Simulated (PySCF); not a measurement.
1-fluoro-1-methylcyclobutane (C5H9F), SMILES C1C(C)(CC1)F. Geometry: PBE-D3(BJ)/def2-SVP.

**Question.** Give the equilibrium geometry at PBE-D3(BJ)/def2-SVP (PySCF confirms it by a frequency run) as bond lengths and angles, and its point group. (Estimate from the structure and the level; the computed values follow.)

**Answer.** point group Cs.
Atoms: C1 C2 F3 C4 C5 C6 H7 H8 H9 H10 H11 H12 H13 H14 H15. Bonded distances (Å): C1–C2 1.518, C1–H7 1.108, C1–H8 1.108, C1–H9 1.108, C2–F3 1.396, C2–C4 1.549, C2–C6 1.549, C4–C5 1.552, C4–H10 1.108, C4–H11 1.109, C5–C6 1.552, C5–H12 1.108, C5–H13 1.107, C6–H14 1.109, C6–H15 1.108. Bond angles (°): C2–C1–H7 110.2, C2–C1–H8 110.2, C2–C1–H9 111.0, H7–C1–H8 108.6, H7–C1–H9 108.4, H8–C1–H9 108.4, C1–C2–F3 108.0, C1–C2–C4 115.2, C1–C2–C6 115.2, F3–C2–C4 114.4, F3–C2–C6 114.4, C4–C2–C6 88.9, C2–C4–C5 88.3, C2–C4–H10 109.2, C2–C4–H11 117.8, C5–C4–H10 111.8, C5–C4–H11 119.0, H10–C4–H11 109.3, C4–C5–C6 88.7, C4–C5–H12 112.3, C4–C5–H13 117.2, C6–C5–H12 112.3, C6–C5–H13 117.2, H12–C5–H13 108.2, C2–C6–C5 88.3, C2–C6–H14 117.8, C2–C6–H15 109.2, C5–C6–H14 119.0, C5–C6–H15 111.8, H14–C6–H15 109.3.
Charge 0, spin multiplicity 1.
